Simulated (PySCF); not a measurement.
C4H6Ge.
Bonds: C1–C2 (double), C2–Ge3, Ge3–C4, C4–C5 (double), C1–C5. Hydrogens: H6 on C1; H7 on C2; H8, H9 on Ge3; H10 on C4; H11 on C5.

Computed with LC-wPBE/def2-SVP geometry optimisation, gas phase in PySCF 2.14.0.

What internal coordinates does the optimisation give?

```
          bond  length (Å)   order
  C1=C2, C4=C5       1.340  double
C2–Ge3, Ge3–C4       1.933  single
         C1–C5       1.486  single
 C1–H6, C5–H11       1.095  single
 C2–H7, C4–H10       1.091  single
Ge3–H8, Ge3–H9       1.529  single
```

Bonds in one row agree within 0.01 Å and their mean is given. Orders are formal, as drawn. A selection of angles:
```
    angle  degrees
 C2–C1–C5    117.6
 C2–C1–H6    123.0
 C5–C1–H6    119.4
C1–C2–Ge3    107.5
 C1–C2–H7    122.5
Ge3–C2–H7    130.0
C2–Ge3–C4     89.8
C2–Ge3–H8    114.2
H8–Ge3–H9    109.1
```

Dihedral angles: C5–C1–C2–Ge3 0° (synperiplanar); C1–C2–Ge3–C4 0° (synperiplanar); C2–Ge3–C4–C5 0° (synperiplanar); Ge3–C4–C5–C1 0° (synperiplanar); C2–C1–C5–C4 0° (synperiplanar).

Ge3 (germanium bonded to 2 C and 2 H) has angles from 89.8° to 114.3°. The 5-membered ring C1–C2–Ge3–C4–C5 has internal angles of 89.8° to 117.6° (sum 540°, against 540° for a flat polygon); it is planar, 0.00 Å rms from its mean plane, widest ring torsion 0°. The 5 heavy atoms lie in one plane (0.000 Å rms). The C–C distances run from 1.340 Å (C1=C2, drawn double) to 1.486 Å (C1–C5, drawn single), a spread of 0.146 Å.

Point group: C2v (tolerance 0.08 Å). Whether it is a minimum is left open (no frequencies).
